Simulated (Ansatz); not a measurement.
```yaml
crystal:
  periodic: [false, false, false]
  atoms:
    - {symbol: F, position_ang: [0.767426, -1.385849, -0.215282]}
    - {symbol: Sn, position_ang: [0.488564, -1.189852, 0.943660]}
    - {symbol: O, position_ang: [-0.619937, -0.774222, 0.367374]}
    - {symbol: C, position_ang: [-0.744791, -0.098480, -0.073850]}
    - {symbol: C, position_ang: [-0.240346, 0.491662, -0.269744]}
    - {symbol: C, position_ang: [0.582973, 0.667648, 0.025136]}
    - {symbol: O, position_ang: [0.988840, 0.127434, 0.484204]}
    - {symbol: H, position_ang: [-1.547631, -0.084340, -0.372391]}
    - {symbol: H, position_ang: [-0.447116, 0.932582, -0.767606]}
    - {symbol: H, position_ang: [0.823338, 1.267783, -0.147938]}
basis:
  gaussian: {orbitals: def2-mTZVP}
magnetization: {spin_polarized: true, initial_magnetization: 2}
hamiltonian: {xc: {name: CAM-B3LYP}, dispersion: d4}
```

```sh
$ ansatz run in.yaml --threads 4 --pin off --events-out ev --progress --plain --max-ram 11315MiB
```

Shortened log:

```
Functional definition: CAM-B3LYP
1522 factors; their error is unknown
402 factors; integrals over basis functions are off by at most 5.3e-6 eV
mean field evaluation 1: about -15570.4455 eV, gradient 1.3e2 eV
mean field evaluation 2: about -15211.6974 eV, gradient 3.0e2 eV
mean field evaluation 4: about -15624.6176 eV, gradient 2.6e1 eV
mean field evaluation 8: about -15627.3088 eV, gradient 9.1e-1 eV
mean field evaluation 16: about -15627.5027 eV, gradient 2.4e-1 eV
mean field evaluation 32: about -15627.5038 eV, gradient 1.9e-4 eV
mean field -15627.50379325 eV, -574.3001716995 hartree, gradient 2.0e-5 eV, S^2 2.002082; 6 other end points of the search recorded, 0 dependent functions left out
reference -15627.50390214 eV, -574.3001757010 hartree; 35, 33 occupied and 134, 136 virtual orbitals, 1522 factors
Total energy: -15627.76889778 eV, -574.3099141113 hartree
```

**Question.** What is wrong with this run?

**Answer.** The geometry is squeezed to about two thirds of its size. The calculation finished and met its thresholds. The result belongs to that input, not to the molecule as meant.
